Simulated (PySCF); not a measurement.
# From a computed spectrum to the compound

A species of 8 atoms with charge 0 has these harmonic modes (PBE0, small Gaussian bases with core potentials, PySCF 2.14.0):

```
cm⁻¹  km/mol  symmetry
  52    31.9        a1
  54     5.0         e
  54     5.0         e
  71     4.6         e
  71     4.6         e
 113     0.0        a2
 306     6.7        a1
 314     2.0        a1
 334    88.4         e
 334    88.4         e
 534    53.1         e
 534    53.1         e
1207   159.3        a1
1626    25.7         e
1626    25.7         e
3488    38.4        a1
3611    53.3         e
3611    53.3         e
```

Q: Which species is it, and in which structure?

A: NdCl3(NH3) (singlet in the valence; each metal's 4f electrons, 3 of them, lie in its core potential, out of spins and levels):
```xyz
8

Nd    0.0589   -0.0589    0.0589
Cl    1.1972    1.9282    1.1972
Cl   -1.9282   -1.1972    1.1972
Cl    1.1972   -1.1972   -1.9282
N    -1.4088    1.4088   -1.4088
H    -2.0180    2.0180   -0.8586
H    -0.8586    2.0180   -2.0180
H    -2.0180    0.8586   -2.0180
```
Ideal gas at 298.15 K and 1 bar: S = 441.1 J/(mol K), Cp = 121.0 J/(mol K), H − H(0 K) = 27.7 kJ/mol (rigid rotor, harmonic modes, spin degeneracy alone, that of the 4f electrons in the core included; the modes under 60 cm⁻¹ make these uncertain). An lcecp potential fixes the number of 4f electrons, so in runs with it no electron can move into or out of that shell.
 This is one of several that fit.
